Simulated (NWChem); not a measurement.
System: CH6OSSi; SMILES S([SiH2]O)C

```xyz
10

Si    -0.5306     0.9223     0.0162
O      0.5580     2.1237    -0.3445
S      0.5191    -0.8812     0.5233
C     -0.4812    -2.1319    -0.3486
H     -1.4250     0.5583    -1.1289
H     -1.3362     1.4755     1.1360
H      1.2667     1.8791    -0.9482
H     -1.4587    -2.2748     0.1317
H     -0.6229    -1.8731    -1.4070
H      0.0795    -3.0743    -0.2863
```
Atoms are numbered in this order, from 1.

STO-3G and 3-21G are far too small for this property and stand as cheap habits. Structure relaxed at the PBE0/def2-SVP level.

### Question
Give the principal values of the shielding tensors (ppm) of Si1, O2, S3, C4 from Hartree-Fock/STO-3G, GIAO (NWChem), with their diamagnetic and paramagnetic parts as GIAO splits them.

### Answer
| atom | σ11 | σ22 | σ33 | isotropic | diamagnetic | paramagnetic |
|---|---|---|---|---|---|---|
| Si1 | 518.4 | 570.9 | 633.1 | 574.2 | 867.8 | -293.6 |
| O2 | 334.0 | 451.1 | 557.5 | 447.5 | 379.3 | 68.2 |
| S3 | 839.4 | 850.1 | 1104.8 | 931.4 | 1043.9 | -112.4 |
| C4 | 209.9 | 216.5 | 239.5 | 222.0 | 249.1 | -27.1 |
